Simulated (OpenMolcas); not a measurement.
# Lines of Se2+: computed and rescaled rates

```json
{"Program": "OpenMolcas 26.06", "Method": "RASSCF", "Basis": "ANO-RCC [9s8p6d4f2g]", "Scalar Hamiltonian": "DKH2, point nucleus", "Active space": "4 electrons in 9 orbitals (RAS2 4s 4p; RAS3 4d, at most 2 electrons)", "State averaging": "2S+1 = 3 even, 6 roots; 2S+1 = 1 even, 12 roots; 2S+1 = 5 odd, 1 root; 2S+1 = 3 odd, 8 roots; 2S+1 = 1 odd, 8 roots", "Spin-orbit coupling": "RASSI with atomic mean-field integrals over the reference wave functions, term energies averaged over their components"}
```

Rates come from the transition moments of the reference wave functions (E1 and E2 in the length form). At fixed line strength A goes as λ^-3 for E1 and M1 and as λ^-5 for E2, so a rate at the computed wavelength can be rescaled to the measured one. Measured vacuum wavelengths follow from level energies in Moore, Atomic Energy Levels, vol. II, NSRDS-NBS 35 (1971 reprint of NBS Circular 467, 1952). Branching counts decays inside the model space alone, at computed energies, and the table is only a selection of the M1 lines, drawn from those between levels with measured partners whose computed energy lies within a factor of 1.5 of the measured one.

| Upper | Lower | Type | λ computed (nm) | λ measured (nm) | A computed (s-1) | A rescaled (s-1) | Branching % |
| --- | --- | --- | --- | --- | --- | --- | --- |
| 4s² 4p² ³P₁ | 4s² 4p² ³P₀ | M1 | 6669 | 5744 | 6.02e-02 | 9.42e-02 | 100.0 |
| 4s² 4p² ³P₂ | 4s² 4p² ³P₁ | M1 | 4883 | 4554 | 1.14e-01 | 1.41e-01 | 99.9 |
| 4s² 4p² ¹D₂ | 4s² 4p² ³P₂ | M1 | 913.7 | 1100 | 1.15e+00 |  | 63.3 |
| 4s² 4p² ¹D₂ | 4s² 4p² ³P₁ | M1 | 769.7 | 885.7 | 6.57e-01 |  | 36.1 |

Spin-changing lines and M1 lines between different terms are not rescaled, since their strength hangs on the term gaps too.

The largest correction is for 4s² 4p² ³P₁ → 4s² 4p² ³P₀ (M1): 6.02e-02 × (6669 / 5744)^3 = 9.42e-02 s-1, a factor of 1.57.

No measured rate stands beside these. Rescaling mends the energy factor alone: line strengths can still be far off where a level mixes with configurations outside the active space, and weak or spin-changing lines hang on small mixing coefficients that depend on the term gaps too, so rescaling need not improve them.

The run also gave levels led by 4s 4p² 4d, 4s² 4p 4d, which use shells meant for correlation; these and all levels above them are left out. Measured partners are found by configuration, term and J. A level has none where our copy of the source lacks it or the pairing is in doubt (some pairs that miss far off the trend of their configuration count as doubtful). Levels of configurations outside the active space are missing.
